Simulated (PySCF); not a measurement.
Orbital gap (eV) of eight silicon and germanium compounds: PBE beside HF, computed with PySCF for isolated molecules in the bases named; differences from unrounded values. The eight are the first of their class met in an unordered collection, after screening for sound electronic states; none was chosen by its value. Each molecule has one DFT geometry for both levels.

```
molecule                                                         basis     HF   PBE  difference
-----------------------------------------------------------  ---------  -----  ----  ----------
C3H5FOSi, SMILES F[Si@H]1C=CCO1                              def2-TZVP  13.57  5.20       -8.37
CH8FNOSi2, SMILES C[Si@@H](O)[Si@H](N)F                      def2-TZVP  13.27  5.11       -8.17
C2H7FOSi, SMILES C[Si@H](F)CO                                def2-TZVP  15.28  6.18       -9.10
GeHCl3, SMILES [Cl][GeH]([Cl])[Cl]                           def2-TZVP  15.13  5.39       -9.74
Si(H)(F)(OH)(OMe) (CH₅FO₂Si), SMILES O(C)[SiH](F)O           def2-TZVP  16.39  6.97       -9.41
Si(Cl)2(F)(OSiH3) (Cl2FH3OSi2), SMILES F[Si](Cl)(Cl)O[SiH3]  def2-TZVP  15.70  6.53       -9.17
C4H9NSi, SMILES C=C=C[Si@@H](C)N                             def2-TZVP  13.18  4.77       -8.41
Si(H)2(OMe)(SeH) (CH₆OSeSi), SMILES CO[SiH2][SeH]            def2-TZVP  12.75  5.11       -7.64
```

PBE lies below HF in 8 and above it in 0 of the eight; the mean signed difference is -8.75 and the largest -9.74 eV.
